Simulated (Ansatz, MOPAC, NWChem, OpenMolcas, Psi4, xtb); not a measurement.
**A ladder of methods for CH4ClFOSi (SMILES C[Si](O)(F)Cl)**

The runs start from one conformer, not always the lowest.

CH4ClFOSi, singlet, SMILES `C[Si](O)(F)Cl`. Each level relaxes the structure for itself.

Quantity: the zero-point energy at each level's own minimum, in kJ/mol. The values are calculated.

| level | kind | program | value (kJ/mol) |
| --- | --- | --- | --- |
| PM6-D3H4 | semi-empirical | MOPAC | 126.7 |
| PM7 | semi-empirical | MOPAC | 130.0 |
| GFN2-xTB | semi-empirical | xtb | 142.8 |
| GFN1-xTB | semi-empirical | xtb | 140.4 |
| HF/3-21G | Hartree–Fock | OpenMolcas | 157.9 |
| HF/6-31G* (Cartesian functions) | Hartree–Fock | OpenMolcas | 157.8 |
| B3LYP-D3(BJ)/6-31G* (spherical functions) | global hybrid | NWChem | 148.4 |
| B3LYP/def2-SVP | global hybrid | NWChem | 146.5 |
| PBE0-D4/def2-TZVP | global hybrid | Ansatz | 147.7 |
| wB97X-D/def2-SVP (density fitting) | range-separated hybrid | Psi4 | 148.1 |

Harmonic and unscaled. The values span 126.7 to 157.9 kJ/mol.
